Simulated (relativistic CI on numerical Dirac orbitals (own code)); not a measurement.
Electric-dipole transitions in Zr15+

Calculated at this level of theory: Dirac-Coulomb-Breit CI, KLI orbitals optimised for each configuration, model QED (radiative potential, 1s self-energy scaled to tabulated hydrogen-like ionisation energies), unscaled Slater integrals (own radial code, finite nucleus).

CI space (outside the closed core [Ne]): 3s2.3p6.3d7, 3s2.3p5.3d8, 3s2.3p4.3d9, 3s.3p6.3d8, 3p6.3d9, 3s2.3p6.3d6.4s, 3s2.3p6.3d6.4p, 3s.3p5.3d9, 3s2.3p6.3d6.4d, 3s2.3p6.3d5.4s2, 3s2.3p6.3d6.4f, 3s2.3p6.3d5.4s.4p, 3s2.3p5.3d7.4s, 3s2.3p6.3d6.5s, 3s2.3p4.3d8.4s, 3s2.3p6.3d5.4p2, 3s2.3p6.3d6.5p, 3s2.3p6.3d5.4s.4d, 3s2.3p5.3d7.4p, 3s2.3p4.3d8.4p, 3s2.3p6.3d6.5d, 3s2.3p6.3d5.4p.4d, 3s2.3p6.3d6.5f, 3s2.3p4.3d8.4d, 3s2.3p6.3d6.5g, 3s2.3p5.3d6.4s2, 3s.3p5.3d8.4s, 3s2.3p6.3d6.6s, 3s.3p6.3d7.4s, 3s2.3p6.3d6.6p, 3s.3p5.3d8.4p, 3s2.3p6.3d6.6d, 3s.3p6.3d7.4p, 3p6.3d8.4s. Levels of other configurations are missing.

```
λ vac (nm)                      Lower                          Upper   A (s⁻¹)  log gf  S velocity/length
    4.8088     3s2.3p6.3d7 4F_9/2 [1]  3s2.3p6.3d6.4p 4G°_11/2 [169]  1.29e+11   -0.27               0.90
    4.8575   3s2.3p6.3d7 2H_11/2 [11]  3s2.3p6.3d6.4p 2H°_11/2 [235]  3.21e+11    0.13               0.94
    7.1954    3s2.3p6.3d7 2H_9/2 [14]       3s2.3p5.3d8 2G°_7/2 [61]  7.69e+11    0.68               0.61
    7.2251   3s2.3p6.3d7 2H_11/2 [11]       3s2.3p5.3d8 2G°_9/2 [59]  8.94e+11    0.84               0.60
    7.3051     3s2.3p6.3d7 2G_7/2 [9]       3s2.3p5.3d8 2F°_5/2 [58]  6.48e+11    0.49               0.61
    7.3195    3s2.3p6.3d7 2F_7/2 [17]       3s2.3p5.3d8 2D°_5/2 [62]  5.65e+11    0.44               0.66
    7.4122     3s2.3p6.3d7 2G_9/2 [7]       3s2.3p5.3d8 2F°_7/2 [55]  3.74e+11    0.39               0.60
    7.4880    3s2.3p6.3d7 2D_5/2 [19]       3s2.3p5.3d8 2P°_3/2 [63]  5.59e+11    0.27               0.72
    7.5790     3s2.3p6.3d7 2G_9/2 [7]       3s2.3p5.3d8 2F°_7/2 [54]  2.42e+11    0.22               0.60
    7.7010     3s2.3p6.3d7 4F_9/2 [1]       3s2.3p5.3d8 4D°_7/2 [45]  1.58e+11    0.05               0.61
    7.7962     3s2.3p6.3d7 4F_7/2 [2]       3s2.3p5.3d8 4D°_7/2 [45]  1.35e+11   -0.01               0.69
    7.9238     3s2.3p6.3d7 4F_7/2 [2]       3s2.3p5.3d8 4D°_5/2 [42]  2.20e+11    0.09               0.60
    8.2000     3s2.3p6.3d7 4F_9/2 [1]       3s2.3p5.3d8 4F°_7/2 [31]  1.35e+11    0.04               0.64
    8.2907     3s2.3p6.3d7 4F_7/2 [2]       3s2.3p5.3d8 4P°_5/2 [32]  1.16e+11   -0.14               0.65
    8.3188     3s2.3p6.3d7 4F_9/2 [1]       3s2.3p5.3d8 4D°_7/2 [29]  7.30e+10   -0.22               0.57
    8.3918     3s2.3p6.3d7 4F_9/2 [1]       3s2.3p5.3d8 4F°_9/2 [27]  1.86e+11    0.29               0.70
    8.3929     3s2.3p6.3d7 2G_9/2 [7]       3s2.3p5.3d8 2G°_9/2 [36]  1.25e+11    0.12               0.68
    8.4473     3s2.3p6.3d7 2G_7/2 [9]       3s2.3p5.3d8 2G°_7/2 [38]  1.23e+11    0.02               0.67
    8.5193   3s2.3p6.3d7 2H_11/2 [11]      3s2.3p5.3d8 2H°_11/2 [37]  1.16e+11    0.18               0.63
    11.264  3s2.3p5.3d8 4G°_11/2 [20]        3s.3p6.3d8 4F_9/2 [125]  1.04e+11    0.30               0.74
```

Terms are leading LS components. Brackets give the number of a level in order of energy, since labels repeat. The list gives strong lines, with weight on those to low levels, among the lowest 400 of 9976 levels, so that lines to higher ones, which can be the strongest, are missing. Levels whose partners in the same complex of configurations lie outside the list can be far off, and so can their lines. Rates are taken at the computed energies, electric ones in the length gauge. A velocity-to-length ratio far from 1 marks an uncertain rate.

At this charge energies of transitions that change n are usually good to better than 1 %, and those within a shell (Δn = 0) to a few per cent. Terms inside the open d or f shell come out 10 to 20 % too wide with unscaled integrals.

LS names give the leading component of a level, which can be under half, so a name can repeat, a term be missing and a line seem to break the LS rules.
